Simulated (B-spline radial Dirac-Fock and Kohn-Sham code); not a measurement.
## K-line shifts caused by a second vacancy in Tl⁷⁺

System: Tl⁷⁺, 1s2 2s2 2p6 3s2 3p6 3d10 4s2 4p6 4d10 4f14 5s2 5p6 5d6.

Input of the calculation (task.json; shells as n, l, electrons):

```json
{"items": [{
  "Z": 81,
  "q": 7,
  "cfg": [[1, 0, 2], [2, 0, 2], [2, 1, 6], [3, 0, 2], [3, 1, 6], [3, 2, 10], [4, 0, 2], [4, 1, 6], [4, 2, 10], [4, 3, 14], [5, 0, 2], [5, 1, 6], [5, 2, 6]],
  "A": 205,
  "rrms": 5.4759,
  "do": ["binding", "quiet", "double"]
}]}
```

Launch: `python xray_run.py task.json out`

Level of theory: relaxed Dirac-Fock hole states (ΔSCF) with Breit and QED corrections and a finite nucleus; an atomic code on a B-spline grid. Each two-hole energy is an average over J within one jj subconfiguration, not an observable level; in light atoms, where LS coupling holds, the j-resolved values are not observed lines, and for a K spectator the Kα1 hypersatellite is nearly forbidden. Correlation energy is missing from these numbers.

Lines without a spectator: Kα2 (K-L2) 70826.6 eV, Kα1 (K-L3) 72868.6 eV, Kβ3 (K-M2) 82105.7 eV, Kβ1 (K-M3) 82564.6 eV. Shifts in eV with one spectator hole (a dash: not computed, or left out as unreliable):

```
spectator hole      Kα2      Kα1      Kβ3      Kβ1
        K (1s)  +1129.1  +1233.8  +1467.5  +1492.3
    L2 (2p1/2)   +149.6   +206.9        –   +379.5
    L3 (2p3/2)   +102.2   +116.3   +267.6        –
    M2 (3p1/2)        –    +33.9    +62.1    +73.9
    M3 (3p3/2)   +16.33        –    +49.2    +50.5
    M4 (3d3/2)    +5.29    +2.06        –        –
    M5 (3d5/2)    -0.60    +4.07        –        –
```

Run: 74 s of CPU time on 1 thread of Neoverse-N1 (shared host), peak memory 0.55 GiB.
